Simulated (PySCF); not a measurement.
CH₉AlO₂Si₂, singlet, geometry from GFN2-xTB (such geometries of metal compounds can be far from the true shape). Base run: DF-CAMB3LYP/cc-pVDZ (PySCF).

Input for PySCF:
```python
from pyscf import gto, scf, dft

mol = gto.Mole()
mol.atom = '''
    Al    0.328227    0.517411    0.468922
    C     1.168480    1.860372    1.665972
    H     1.792393    1.382469    2.420049
    H     0.413247    2.460184    2.173924
    H     1.792076    2.553553    1.101008
    O    -0.785728    0.988621   -0.698016
    Si   -1.870818    1.391488   -1.842135
    H    -3.197806    1.074849   -1.309426
    H    -1.564414    0.618294   -3.046731
    H    -1.713334    2.830477   -2.071669
    O     0.708594   -1.115714    0.587127
    Si    1.042573   -2.706457    0.660993
    H    -0.195330   -3.400072    1.022183
    H     2.068555   -2.865527    1.695794
    H     1.539281   -3.116498   -0.653854
'''
mol.basis = 'cc-pvdz'
mol.charge = 0
mol.spin = 0
mol.verbose = 4
mol.build()

mf = dft.RKS(mol)
mf.xc = 'camb3lyp'
mf = mf.density_fit(auxbasis='def2-universal-jkfit')
mf.kernel()
```

Each row names what was changed in the base input (with any setting that the change needs).

```
change                               ΔE vs base (µEh)  grid points  electrons on the grid
-----------------------------------  ----------------  -----------  ---------------------
base                                              0.0       188096               72.00001
grids.becke_scheme = stratmann                    0.5       188096               72.00000
grids.radi_method = delley                        0.7       199776               72.00000
grids.radi_method = mura_knowles                  0.4       177696               72.00000
grids.level = 5                                   0.7       470952               72.00000
grids.level = 7                                   0.7       971352               72.00000
grids.level = 2                                  33.1       117720               71.99998
grids.atom_grid = (50, 194)                      66.4        98616               71.99991
grids.level = 1                                  59.9        56968               71.99993
grids.radi_method = gauss_chebyshev               0.6       183344               72.00000
grids.atom_grid = (99, 590)                       0.7       482448               72.00000
```
